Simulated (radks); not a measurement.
The numbers below are computed, except where a source is named.
Problem. The table gives one normalised radial function P(r) = r R(r) of Sn33+ in [Ne] 3s2 3p5 (r in bohr). Level of theory: scalar-relativistic Kohn-Sham, PBE, spin-polarised, spherical densities, point nucleus; open shells are filled with parallel spins first (spin-orbit coupling, left out, can overturn this in heavy ions) (a radial shooting solver on a logarithmic mesh with Libxc functionals).

r         P
0.001247   0.0074
0.001395   0.0091
0.00156    0.0110
0.001731   0.0133
0.001936   0.0162
0.002165   0.0197
0.002403   0.0237
0.002688   0.0289
0.003006   0.0352
0.003336   0.0423
0.003731   0.0515
0.004173   0.0627
0.00463    0.0753
0.005179   0.0916
0.005793   0.1113
0.006428   0.1332
0.00719    0.1615
0.008042   0.1955
0.008923   0.2330
0.009981   0.2809
0.01116    0.3377
0.01239    0.3997
0.01385    0.4778
0.0155     0.5689
0.0172     0.6665
0.01923    0.7866
0.02151    0.9235
0.02387    1.0659
0.0267     1.2358
0.02986    1.4219
0.03314    1.6074
0.03706    1.8177
0.04146    2.0340
0.046      2.2343
0.05145    2.4415
0.05755    2.6296
0.06386    2.7772
0.07142    2.8954
0.07989    2.9597
0.08864    2.9620
0.09915    2.8961
0.1109     2.7565
0.1231     2.5636
0.1376     2.2965
0.154      1.9832
0.1708     1.6689
0.1911     1.3271
0.2137     1.0041
0.2371     0.7376
0.2652     0.4988
0.2967     0.3149
0.3292     0.1919
0.3682     0.1037
0.4118     0.0510
0.457      0.0240
0.5111     0.0095
0.5717     0.0033
0.6344     0.0011
0.7096     0.0003
0.7936     0.0001
0.8806     0.0000
0.985      0.0000

Which n and l does it have? It may be an empty orbital.

Solution. n = 2, l = 1: the number of nodes gives n - l - 1 = 0, the rise at small r (about r^(l+1), flatter next to the nucleus through relativity) gives l, and the extent must fit the shell. The curve is that of 2p down; the table hardly tells the two spins apart. 2p down: eigenvalue -5658.2 eV, 0 radial nodes, <r> = 0.108 bohr, 90 % of the charge inside 0.176 bohr.
